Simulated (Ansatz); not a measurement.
`O[CH](F)[GeH3]`. The species carries charge 0 and has multiplicity 1.

```
atom    x (Å)    y (Å)    z (Å)
  O1   0.3810   1.3076   0.9325
  C2  -0.4593   0.6000   0.1055
  F3  -1.6345   0.2784   0.7807
 Ge4   0.4541  -1.0818  -0.4345
  H5   0.0120   2.1832   1.0933
  H6  -0.7790   1.1927  -0.7613
  H7  -0.5288  -1.9192  -1.2649
  H8   0.8715  -1.8366   0.8320
  H9   1.6829  -0.7244  -1.2833
```

Q: List the harmonic frequencies (cm⁻¹, unscaled) at PBE0-D4/def2-TZVP in Ansatz. (An estimate is asked.)

A: Ansatz gave: 98, 208, 259, 366, 468, 558, 575, 693, 810, 874, 879, 1008, 1152, 1205, 1350, 1418, 2163, 2171, 2185, 3023, 3812.

Q: Is this a minimum?

A: Yes, all 21 modes are real.

Q: Give the ideal-gas thermochemistry at 298.15 K and 1 bar (rigid rotor, harmonic oscillator; point group C1, symmetry number 1).

A: Zero-point energy 151.2 kJ/mol; H(298) − E = 169.3 kJ/mol; entropy 325.3 J/(mol·K), of which translation 169.0, rotation 109.6, vibration 46.6; G(298) − E = 72.3 kJ/mol. Modes under 100 cm⁻¹ are hindered rotations or soft bends, so the harmonic entropy is rough.

Q: And at 400, 500, 600, 800 and 1000 K?

A: 
```csv
T (K),H − E (kJ/mol),S (J/mol/K),G − E (kJ/mol)
400,179.7,355.2,37.6
500,191.5,381.5,0.7
600,204.7,405.5,-38.6
800,233.9,447.5,-124.0
1000,266.1,483.3,-217.2
```
